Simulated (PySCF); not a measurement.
Ga(OH)2(SMe), SMILES C[S][Ga]([OH])[OH], PBE0/def2-SVP optimised geometry.

```
10

Ga    -0.62     0.68     0.00
O     -1.59     2.17     0.00
H     -1.08     2.99     0.00
O      1.16     0.68     0.00
H      1.59     1.54     0.00
S     -1.58    -1.27     0.00
C     -0.10    -2.35    -0.01
H      0.83    -1.76    -0.01
H     -0.12    -2.97    -0.92
H     -0.13    -2.99     0.88
```

Density from PBE0/def2-TZVP (PySCF 2.14.0) at that geometry.

Minimum of the electron density along straight lines between bonded atoms, close to the bond critical point (lines longer than 1.1 times the sum of covalent radii, or with two minima, are not listed):

```csv
bond,length / Å,ρ at the minimum / e bohr⁻³,∇²ρ there / e bohr⁻⁵,position (fraction from the first atom)
Ga1–O2,1.779,0.137,0.74,0.48
O2–H3,0.962,0.357,-2.40,0.80
Ga1–O4,1.788,0.134,0.72,0.48
O4–H5,0.962,0.357,-2.40,0.80
Ga1–S6,2.175,0.102,?,0.44
S6–C7,1.833,?,?,0.53
C7–H8,1.098,0.277,-0.96,0.65
C7–H9,1.098,0.276,-0.94,0.65
C7–H10,1.098,0.276,-0.94,0.65
```

### Question
Fill in the missing entries.

### Answer

- Ga1–S6, ∇²ρ there / e bohr⁻⁵: 0.16
- S6–C7, ρ at the minimum / e bohr⁻³: 0.172
- S6–C7, ∇²ρ there / e bohr⁻⁵: -0.26
